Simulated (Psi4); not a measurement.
C2H2N3 (SMILES C1=NC=N[N]1), doublet, at a GFN2-xTB geometry; MP2/6-31G** (Psi4).

Here is a job for Psi4.
```
memory 2 GB

molecule mol {
0 2
C     1.061916    0.269093   -0.161828
N     0.073854    1.126220    0.120018
C    -1.020402    0.363965    0.229291
N    -0.698548   -0.895085    0.021340
N     0.577341   -0.953216   -0.218308
H     2.084944    0.534995   -0.316939
H    -2.002565    0.721226    0.450811
}

set {
  basis 6-31g**
  reference uhf
}

energy('mp2')
print_variables()
```

Question: Predict the main parts of the log of this Psi4 run.

Answer: 
```
    SCF Algorithm Type (re)set to DF.

   => Loading Basis Set <=

    Name: 6-31G**
    Role: ORBITAL
    Keyword: BASIS

         ---------------------------------------------------------
                                   SCF
               by Justin Turney, Rob Parrish, Andy Simmonett
                          and Daniel G. A. Smith
                              UHF Reference
         ---------------------------------------------------------

  ==> Geometry <==

    Molecular point group: c1
    Full point group: C1

    Geometry (in Angstrom), charge = 0, multiplicity = 2:

       Center              X                  Y                   Z               Mass
    ------------   -----------------  -----------------  -----------------  -----------------
         C            1.063119911783     0.287448149701    -0.159871936168    12.000000000000
         N            0.075057911783     1.144575149701     0.121974063832    14.003074004430
         C           -1.019198088217     0.382320149701     0.231247063832    12.000000000000
         N           -0.697344088217    -0.876729850299     0.023296063832    14.003074004430
         N            0.578544911783    -0.934860850299    -0.216351936168    14.003074004430
         H            2.086147911783     0.553350149701    -0.314982936168     1.007825032230
         H           -2.001361088217     0.739581149701     0.452767063832     1.007825032230

  Running in c1 symmetry.

  Rotational constants: A =      0.37002  B =      0.35456  C =      0.18106 [cm^-1]
  Rotational constants: A =  11092.83202  B =  10629.40027  C =   5428.08631 [MHz]
  Nuclear repulsion =  158.244606372204856

  Charge       = 0
  Multiplicity = 2
  Electrons    = 35
  Nalpha       = 18
  Nbeta        = 17

  ==> Algorithm <==

  SCF Algorithm Type is DF.
  DIIS enabled.
  MOM disabled.
  Fractional occupation disabled.
  Guess Type is SAD.
  Energy threshold   = 1.00e-08
  Density threshold  = 1.00e-08
  Integral threshold = 1.00e-12

  ==> Primary Basis <==

  Basis Set: 6-31G**
    Blend: 6-31G**
    Number of shells: 36
    Number of basis functions: 85
    Number of Cartesian functions: 85
    Spherical Harmonics?: false
    Max angular momentum: 2

   => Loading Basis Set <=

    Name: (6-31G** AUX)
    Role: JKFIT
    Keyword: DF_BASIS_SCF

  ==> Integral Setup <==

  SCF_SUBTYPE=INCORE selected. In-core MEM_DF algorithm will be used.
  Using in-core AOs.

  ==> MemDFJK: Density-Fitted J/K Matrices <==

    J tasked:                   Yes
    K tasked:                   Yes
    wK tasked:                   No
    Algorithm:                 Core
    Schwarz Cutoff:           1E-12
    Mask sparsity (%):       0.6367
    Fitting Condition:        1E-10

   => Auxiliary Basis Set <=

  Basis Set: (6-31G** AUX)
    Blend: CC-PVDZ-JKFIT
    Number of shells: 138
    Number of basis functions: 455
    Number of Cartesian functions: 455
    Spherical Harmonics?: false
    Max angular momentum: 3

  Minimum eigenvalue in the overlap matrix is 2.3972445610E-03.
  Reciprocal condition number of the overlap matrix is 3.1261786440E-04.
    Using symmetric orthogonalization.

  ==> Pre-Iterations <==

  SCF Guess: Superposition of Atomic Densities via on-the-fly atomic UHF (no occupation information).

   -------------------------
    Irrep   Nso     Nmo
   -------------------------
     A         85      85
   -------------------------
    Total      85      85
   -------------------------

  ==> Iterations <==

                           Total Energy        Delta E     RMS |[F,P]|

   @DF-UHF iter SAD:  -239.81651850904177   -2.39817e+02   0.00000e+00
   @DF-UHF iter   1:  -240.03911215542084   -2.22594e-01   4.26466e-03 ADIIS/DIIS
   @DF-UHF iter   2:  -240.09280970312395   -5.36975e-02   2.58352e-03 ADIIS/DIIS
   @DF-UHF iter   3:  -240.11320759011548   -2.03979e-02   6.47868e-04 ADIIS/DIIS
   @DF-UHF iter   4:  -240.11527994811547   -2.07236e-03   2.12874e-04 ADIIS/DIIS
[...]

    Alpha Occupied:

[...]
    Alpha Virtual:

[...]
      85A      4.744689

    Beta Occupied:

[...]
    Beta Virtual:

[...]
    Final Occupation by Irrep:
              A
    DOCC [    17 ]
    SOCC [     1 ]
    NA   [    18 ]
    NB   [    17 ]

  @DF-UHF Final Energy:  -240.11662369101120

   => Energetics <=

    Nuclear Repulsion Energy =            158.2446063722048564
    One-Electron Energy =                -638.3992694894661781
    Two-Electron Energy =                 240.0380394262500943
    Total Energy =                       -240.1166236910111991

  UHF NO Occupations:
  HONO-2 :   16  A 1.9933159
  HONO-1 :   17  A 1.9677070
  HONO-0 :   18  A 1.0000000
  LUNO+0 :   19  A 0.0322930
  LUNO+1 :   20  A 0.0066841
  LUNO+2 :   21  A 0.0039267
  LUNO+3 :   22  A 0.0007643

Computation Completed

Properties will be evaluated at   0.000000,   0.000000,   0.000000 [a0]

Properties computed using the SCF density matrix

 Multipole Moments:

 ------------------------------------------------------------------------------------
     Multipole            Electronic (a.u.)      Nuclear  (a.u.)        Total (a.u.)
 ------------------------------------------------------------------------------------

 L = 1.  Multiply by 2.5417464519 to convert [e a0] to [Debye]
 Dipole X            :         -0.0871194            0.0796121           -0.0075073
 Dipole Y            :         -1.3286365            1.2140210           -0.1146155
 Dipole Z            :         -0.1415907            0.1293749           -0.0122159
 Magnitude           :                                                    0.1155088

 ------------------------------------------------------------------------------------

  //>>>>>>>>>>>>>>>>>>>>>>>>>>>>>>>>>>>//
  //               DFMP2               //
  //<<<<<<<<<<<<<<<<<<<<<<<<<<<<<<<<<<<//

   => Loading Basis Set <=

    Name: (6-31G** AUX)
    Role: RIFIT
    Keyword: DF_BASIS_MP2

	 --------------------------------------------------------
	                          DF-MP2
	      2nd-Order Density-Fitted Moller-Plesset Theory

	        Rob Parrish, Justin Turney, Andy Simmonett,
	           Ed Hohenstein, and C. David Sherrill
	 --------------------------------------------------------

	 --------------------------------------------------------
	                 NBF =    85, NAUX =   308
	 --------------------------------------------------------
	   CLASS    FOCC     OCC    AOCC    AVIR     VIR    FVIR
	   ALPHA       0      18      18      67      67       0
	    BETA       0      17      17      68      68       0
	 --------------------------------------------------------

	-----------------------------------------------------------
	 ==================> DF-MP2 Energies <====================
	-----------------------------------------------------------
	 Reference Energy          =    -240.1166236910111991 [Eh]
	 Singles Energy            =      -0.0000000000000000 [Eh]
	 Same-Spin Energy          =      -0.2160195168597462 [Eh]
	 Opposite-Spin Energy      =      -0.5531085154269955 [Eh]
	 Correlation Energy        =      -0.7691280322867416 [Eh]
	 Total Energy              =    -240.8857517232979433 [Eh]
	-----------------------------------------------------------
	 ================> DF-SCS-MP2 Energies <==================
	-----------------------------------------------------------
	 SCS Same-Spin Scale       =       0.3333333333333333 [-]
	 SCS Opposite-Spin Scale   =       1.2000000000000000 [-]
	 SCS Same-Spin Energy      =      -0.0720065056199154 [Eh]
	 SCS Opposite-Spin Energy  =      -0.6637302185123946 [Eh]
	 SCS Correlation Energy    =      -0.7357367241323099 [Eh]
	 SCS Total Energy          =    -240.8523604151435222 [Eh]
	-----------------------------------------------------------

  Variable Map:
  ----------------------------------------------------------------------------
[...]
  Array Variable Map:
  ----------------------------------------------------------------------------
[...]
[...]
```
